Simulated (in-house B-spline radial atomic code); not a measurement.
I²⁺. Computed with a B-spline radial atomic code. Model: non-relativistic spherical atom: semilocal Troullier-Martins pseudo-atom, one channel per l, against all electrons, high spin, G0W0 and RPA with empty states to l = 8, local potential for every l without a channel, a model core (radius 0 = none) keeps its share of the functional.

Without relativity these are model numbers for so heavy an element.

What the tables leave out is listed at the end.

The pseudopotential gives back the lowest level of each angular momentum of its own functional in the configuration it was made in; a second state of the same l is only approximately right. Exact exchange, RPA and GW see the smooth pseudo-orbitals and miss the exchange with the core, for which the functional's share stands in. The column with an uncorrelated core keeps all orbitals and exact exchange, and so separates missing core correlation from pseudisation. Only the three outermost levels and the lowest empty one were computed. RPA here is direct RPA, with no exchange kernel, and its energies carry an (l + 1/2)⁻⁴ tail. A hybrid on a potential with a model core restores only its own semilocal share of the core's exchange.

Command:
```bash
python run_psgw.py task.json out
```
Settings (lengths in bohr, energies in hartree):
```
Z                      53
electrons              51
configuration          [Kr] 4d10 5s2 5p3
generated_in           [Kr] 4d10 5s2 5p5
functional             pbe,pbe
core_shells            8
radius_factor          0.8
core_correction        False
```

Time taken, with all properties: 45 s on 1 thread of Arm Neoverse N1, with other jobs on the host.

Given: made with PBE; model core radius 0 bohr; local radius 0.776 bohr; mean-field start PBE.

Valence shells of the generating configuration: 4d, 5s, 5p.

Channel: s 1.419, p 1.632, d 0.625 (radii in bohr).

Computed: largest level miss in the spin-unpolarised generating configuration 0.001 eV; valence RPA correlation energy pseudo -1.3579 hartree; all-electron RPA polarisability, core included 12.604 bohr³; pseudo-atom RPA polarisability 12.642 bohr³.

```json
{"level": "5p up", "occupied": "1", "mean-field all-electron (eV)": "-25.399", "mean-field pseudo minus all (eV)": "0.01", "G0W0 all-electron (eV)": "-30.384", "G0W0 uncorrelated core minus all (eV)": "0.016", "G0W0 pseudo minus all (eV)": "-0.505", "exchange self-energy all-electron (eV)": "-19.858", "exchange self-energy pseudo (eV)": "-18.86"}
{"level": "5s down", "occupied": "1", "mean-field all-electron (eV)": "-32.758", "mean-field pseudo minus all (eV)": "0.126", "G0W0 all-electron (eV)": "-37.7", "G0W0 uncorrelated core minus all (eV)": "0.06", "G0W0 pseudo minus all (eV)": "-0.415", "exchange self-energy all-electron (eV)": "-17.918", "exchange self-energy pseudo (eV)": "-15.688"}
{"level": "5p down (empty)", "occupied": "0", "mean-field all-electron (eV)": "-22.821", "mean-field pseudo minus all (eV)": "0.095", "G0W0 all-electron (eV)": "-19.249", "G0W0 uncorrelated core minus all (eV)": "0.042", "G0W0 pseudo minus all (eV)": "-0.468", "exchange self-energy all-electron (eV)": "-6.317", "exchange self-energy pseudo (eV)": "-5.3281"}
```

Q: What is the valence RPA correlation energy all-electron orbitals?

A: -0.89347 hartree.

Given: mean-field start PBE0.

Computed: valence RPA correlation energy all-electron orbitals -0.84754 hartree; valence RPA correlation energy pseudo -1.3033 hartree; all-electron RPA polarisability, core included 11.452 bohr³.

| level | occupied | mean-field all-electron (eV) | mean-field pseudo minus all (eV) | G0W0 all-electron (eV) | G0W0 uncorrelated core minus all (eV) | G0W0 pseudo minus all (eV) | exchange self-energy all-electron (eV) | exchange self-energy pseudo (eV) |
| --- | --- | --- | --- | --- | --- | --- | --- | --- |
| 5p up | 1 | -26.805 | -0.203 | -30.518 | 0.018 | -0.522 | -19.822 | -19.158 |
| 5s down | 1 | -33.789 | 0.088 | -37.673 | 0.063 | -0.369 | -17.743 | -15.647 |
| 5p down (empty) | 0 | -21.635 | -0.106 | -19.1 | 0.042 | -0.365 | -6.0583 | -5.2867 |

Q: What is the pseudo-atom RPA polarisability?

A: 11.2 bohr³.

Given: mean-field start Hartree-Fock.

Computed: valence RPA correlation energy pseudo -1.1659 hartree; all-electron RPA polarisability, core included 9.3945 bohr³; pseudo-atom RPA polarisability 8.5512 bohr³.

```
          level  occupied  mean-field all-electron (eV)  mean-field pseudo minus all (eV)  G0W0 all-electron (eV)  G0W0 uncorrelated core minus all (eV)  G0W0 pseudo minus all (eV)  exchange self-energy all-electron (eV)  exchange self-energy pseudo (eV)
          5p up         1                        -30.16                            -1.115                 -30.806                                  0.021                      -0.489                                 -19.531                           -19.902
        5s down         ?                             ?                                 ?                       ?                                      ?                           ?                                       ?                                 ?
          5s up         1                       -43.442                            -0.509                 -41.615                                  0.044                      -0.422                                 -25.109                           -24.008
5p down (empty)         0                       -17.008                            -0.558                 -18.845                                  0.038                      -0.126                                 -5.1534                           -4.9577
```

Q: What belongs in the row 5s down?

A: occupied: 1; mean-field all-electron (eV): -35.415; mean-field pseudo minus all (eV): 0.042; G0W0 all-electron (eV): -37.606; G0W0 uncorrelated core minus all (eV): 0.068; G0W0 pseudo minus all (eV): -0.106; exchange self-energy all-electron (eV): -17.165; exchange self-energy pseudo (eV): -15.407.

Q: What is the valence RPA correlation energy all-electron orbitals?

A: -0.73726 hartree.

Among the listed levels the largest G0W0 shift of the pseudo-atom is -0.52 eV, for 5p up on the PBE0 start, while leaving the core uncorrelated moves that level by +0.02 eV. So pseudisation and the lost core exchange, not the missing core correlation, make the error. Not in the tables (levels of low weight, unsolved or above zero; the highest and the empty levels are kept at any weight): on PBE the G0W0 levels 5s up (pseudo minus all -0.14 eV, weights 0.28 and 0.32); on PBE0 the G0W0 levels 5s up (pseudo minus all -0.13 eV, weights 0.31 and 0.35).
